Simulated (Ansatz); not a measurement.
Molecule: Si2N2H7, charge 0, multiplicity 2. SMILES: [SiH2]([NH])[SiH2]N
Geometry: optimised at B3LYP-D3(BJ)/def2-TZVP (Ansatz, a quantum-chemistry and plane-wave program).

Wanted: enthalpy of formation at 298 K, in kcal/mol. Conventions: no spin-orbit coupling; open shells spin-unrestricted; non-relativistic; no dispersion term unless named; LANL2DZ with its own core potentials from Na on; six Cartesian d functions in 6-31G* and its kin unless marked 5d; valence correlation only; 6-311+G** with 5d, 6d on Na to Ar in Ansatz. CBS marks a two-point X^-3 extrapolation of the correlation energy; Hartree-Fock from the larger set. Ab initio and DFT rows: single points at B3LYP-D3(BJ) geometries (Ansatz), with unscaled harmonic terms from B3LYP/6-31G* (Ansatz) at its own minima, enthalpies of formation by atomisation with measured atoms.

Coupled cluster (Ansatz) is a level with limits of its own, used here on species with T1 under 0.025 (0.045 for open shells) and stable references: CCSD(T)/CBS(cc-pV(T+d)Z,cc-pV(Q+d)Z).

Value to compare with, CCSD(T)/CBS(cc-pV(T+d)Z,cc-pV(Q+d)Z) (Ansatz): 34.9 kcal/mol.

```tsv
level	program	enthalpy of formation at 298 K (kcal/mol)	difference
B3LYP/STO-3G	Ansatz	-128.2	-163.1
B3LYP/3-21G	Ansatz	102.7	67.8
B3LYP/LANL2DZ	Ansatz	90.1	55.2
B3LYP/6-31G	Ansatz	121.2	86.3
B3LYP/6-31G*	Ansatz	57.6	22.7
B3LYP/6-31+G*	Ansatz	54.7	19.8
B3LYP/6-31G**	Ansatz	47.9	13.0
B3LYP/def2-SVP	Ansatz	49.0	14.1
B3LYP/cc-pVDZ	Ansatz	67.4	32.5
B3LYP/6-311+G**	Ansatz	49.5	14.6
B3LYP/def2-TZVPD	Ansatz	36.8	1.9
```

Among the 10 habitual levels, B3LYP/STO-3G lies farthest from CCSD(T)/CBS(cc-pV(T+d)Z,cc-pV(Q+d)Z) (Ansatz) (-163.1 kcal/mol) and B3LYP/6-31G** nearest (13.0); 9 of 10 lie above it, and their mean absolute difference is 48.9 kcal/mol, the median 27.6. One case shows no general order.

The sets are all those run for this method; left out are runs that failed, that the program found above a lower state of the same kind, or whose <S^2> lies over 0.5 above the pure value.
